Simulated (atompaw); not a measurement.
u(r) = r·R(r): atom against pseudo-atom (Cl (Z = 17))

Columns: radius, all-electron u(r) and pseudo u(r) of the 3p shell (level -8.88 eV) of chlorine in the configuration [Ne] 3s1.5 3p5.5; PBE, non-relativistic, PAW (atompaw) scheme, atompaw 4.2.0.5.

```csv
r (bohr),all-electron,pseudo
0.063,0.1037,-0.0055
0.127,0.2519,-0.0221
0.190,0.3412,-0.0489
0.254,0.3618,-0.0855
0.317,0.3255,-0.1299
0.381,0.2491,-0.1817
0.444,0.1506,-0.2378
0.508,0.0392,-0.2981
0.571,-0.0731,-0.3590
0.635,-0.1837,-0.4207
0.698,-0.2855,-0.4796
0.762,-0.3795,-0.5361
0.825,-0.4617,-0.5872
0.888,-0.5335,-0.6330
0.952,-0.5959,-0.6735
1.015,-0.6472,-0.7069
1.079,-0.6895,-0.7343
1.142,-0.7221,-0.7550
1.206,-0.7469,-0.7701
1.269,-0.7640,-0.7795
1.333,-0.7747,-0.7842
1.396,-0.7795,-0.7848
1.460,-0.7794,-0.7818
1.523,-0.7751,-0.7758
1.587,-0.7670,-0.7671
1.650,-0.7560,-0.7560
```

**Question.** How many radial nodes do the two functions have?

**Answer.** The all-electron 3p function has n − l − 1 = 1; the pseudo-wave has 0, since the states of the same l below it are removed with the core.

**Question.** Is the pseudo-wave norm-conserving?

**Answer.** No, it belongs to a PAW set: the norm inside the radius is not constrained, and the difference is carried by the augmentation charge.
